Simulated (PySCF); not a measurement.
These 2 structures share the formula C6H12P2. Method used: PBE0-D3(BJ)/def2-SVP geometry optimisation, gas phase in PySCF 2.14.0. One conformer each; no zero-point energy, no entropy. No frequencies were run at this level. Point groups hold within 0.08 Å.

Question: Rank from lowest to highest electronic energy at this level (kcal/mol).
A. `[CH:1]#[C:2][P:3]([PH2:4])[C:5]([CH3:6])([CH3:7])[CH3:8]` with C2–P3–P4–H -156° and -63°
B. `[CH2:1]=[P@:2]1([PH2:3])[CH2:4][CH:5]=[C:6]([CH3:7])[CH2:8]1` with C1–P2–P3–H -65° and 29°, C1–P2–C4–C5 -101°, P2–C4–C5–C6 -15°, C5–C6–C8–P2 14°, C1–P2–C8–C6 113°

Answer: B (0.0), A (1.3).

As drawn, the lower has a C=C bond outside aromatic rings, which the higher lacks; the higher has a C≡C bond, which the lower lacks. Neighbours under 2.5 kcal/mol apart (C=[P@]1(P)CC=C(C)C1 and C#CP(P)C(C)(C)C) can change places with a better method, another conformer or zero-point energy.

```csv
SMILES,E (Eh),E rel (kcal/mol),dipole (D),point group,"A, B, C (MHz)"
C=[P@]1(P)CC=C(C)C1,-917.59225,0.0,1.95,C1,"2486, 891.2, 855.3"
C#CP(P)C(C)(C)C,-917.59023,1.3,0.76,C1,"1576, 1298, 911.8"
```

How do the relative energies change in single points at PBE0/pcSseg-1 (no added dispersion term) on the same geometries?

```json
{"SMILES": "C=[P@]1(P)CC=C(C)C1", "PBE0-D3(BJ)/def2-SVP (kcal/mol)": "0.0", "PBE0/pcSseg-1 (kcal/mol)": "0.3", "shift": "+0.3"}
{"SMILES": "C#CP(P)C(C)(C)C", "PBE0-D3(BJ)/def2-SVP (kcal/mol)": "1.3", "PBE0/pcSseg-1 (kcal/mol)": "0.0", "shift": "-1.3"}
```

Each column counts from its own lowest isomer. C#CP(P)C(C)(C)C becomes the lowest; the largest shift is 1.3 kcal/mol.
